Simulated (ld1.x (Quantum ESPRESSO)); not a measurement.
Results of a calculation; reference values are marked as such.
## Potentials for chlorine compared

Generated with ld1.x 7.5 (TM, RRKJ, ultrasoft, PAW), atompaw 4.2 or ONCVPSP 4.0.1. The cutoff is in Ry: for ld1.x and atompaw files where the sum of valence levels is converged to 10 mRy in a Bessel basis, for ONCV files where the hardest occupied wave has 1 mHa per electron of residual kinetic energy. The error is the largest all-electron minus pseudo excitation energy over each file’s own four to seven test configurations (ionisations up to +4, promotions, holes and added fractions of an electron), all of which were solved. The labels leave out finer settings (local radius, basis sizes, second energies), which also bear on the numbers. Spin-polarised tests are not counted. The rows are a selection from randomly drawn settings: files with unsolved tests, undetermined cutoffs or missed reference levels are left out.

| potential | cutoff (Ry) | largest error (meV) | bound ghosts |
| --- | --- | --- | --- |
| PAW, PBE, non-relativistic, rc 1.20/1.60/1.15 (spd), local smoothed, core correction yes, reference 3s1.75 3p5.25 | 30 | -73 | none |
| ultrasoft, Wu–Cohen, scalar-relativistic, rc 1.40/1.25 (sp), local smoothed, core correction yes, reference 3s2 3p5 | 18 | +76 | none |
| TM, PBE, scalar-relativistic, rc 1.10/1.55/1.25 (spd), local s, core correction yes, reference 3s2 3p5 | 60 | +177 | none |
| RRKJ, PBE, scalar-relativistic, rc 1.30/1.50 (sp), local s, core correction yes, reference 3s2 3p4 | 55 | +157 | none |
| TM, PBE, non-relativistic, rc 1.00/1.35 (sp), local s, core correction no, reference 3s2 3p4.75 | 120 | +258 | none |

Q: Fill in the row for Cl: TM, PBE, scalar-relativistic, rc 1.10/1.20/0.95 (spd), local s, core correction no, reference 3s1.75 3p5.25.

A: cutoff 70 Ry, largest error +199 meV, bound ghosts: none.
